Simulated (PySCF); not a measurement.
Cards and structures have been mixed up. Pair them.

Structures:
1. `O=CN1CCOCC1`
2. `COC(=O)[O-]`
3. `C1=CCCC1`

Card P (geometry PBE0-D3(BJ)/def2-SVP):
* Rotational constants A, B, C: 7.347, 7.254, 3.964 GHz
* 13C chemical shifts (computed TMS as zero) by class (GIAO B97-2/pcSseg-2): 140.7 (2 C), 37.0 (2 C), 27.2 (1 C) ppm
* Point group: Cs
* HOMO energy (B97-2/pcSseg-2): -6.57 eV
* Largest of the computed one-bond spin–spin couplings (means over like bonds) (B3LYP/pcJ-1, spin–dipole term left out): 13C–1H +170.8 (×2), 13C–1H +135.6 (×4), 13C–1H +135.2 (×2), 13C–13C +74.3, 13C–13C +41.5 (×2), 13C–13C +35.0 (×2) Hz

Card Q (geometry GFN2-xTB):
- Rotational constants A, B, C: 4.142, 1.600, 1.295 GHz
- Static isotropic polarisability (wB97X-D/def2-SVPD): 72.7 au
- HOMO energy (wB97X-D/def2-SVPD): -8.88 eV
- Strongest line among the 8 lowest singlet transitions (TDDFT wB97X-D/def2-SVPD): S2 at 6.85 eV (181 nm, f = 0.217)
- Dipole moment (wB97X-D/def2-SVPD): 3.14 D
- Point group: C1

Card R (geometry PBE0-D3(BJ)/def2-SVP):
- Rotational constants A, B, C: 11.261, 4.565, 3.317 GHz
- Core binding energies (ΔSCF SCAN, pcX-2 on the ionised atom, pcseg-1 elsewhere, spin-free X2C): C1s 287.4, C1s 289.0, O1s 531.2 (×2), O1s 532.9 eV
- HOMO energy (KT3/pcSseg-2): -0.06 eV
- Point group: Cs

All species are isolated and taken at one optimised geometry, non-relativistic unless stated; the electronic structure was computed with PySCF and density fitting. NMR classes are plain means over equivalent atoms (diastereotopic ones count apart unless rotation or inversion swaps them), as if these changed places fast.

Task: Which card belongs to which structure?

Result: P = 3, Q = 1, R = 2. What ties each card to its structure:
- 1 (card Q), C5H9NO2, monoisotopic mass 115.1 u, 8 heavy atoms: point group C1; an asymmetric top with C = 1.295 GHz, the lowest such constant on the cards; polarisability 72.7 au for 62 electrons; dipole 3.14 D.
- 2 (card R), [C2H3O3]-, monoisotopic mass 75.0 u, 5 heavy atoms: core lines of C and O; a HOMO at -0.06 eV for the only species of charge -1; an asymmetric top with C = 3.317 GHz.
- 3 (card P), C5H8, monoisotopic mass 68.1 u, 5 heavy atoms: 5 C in 3 classes; the least shielded carbon (140.7 ppm) is an alkene CH carbon; an asymmetric top with C = 3.964 GHz, the highest such constant on the cards.
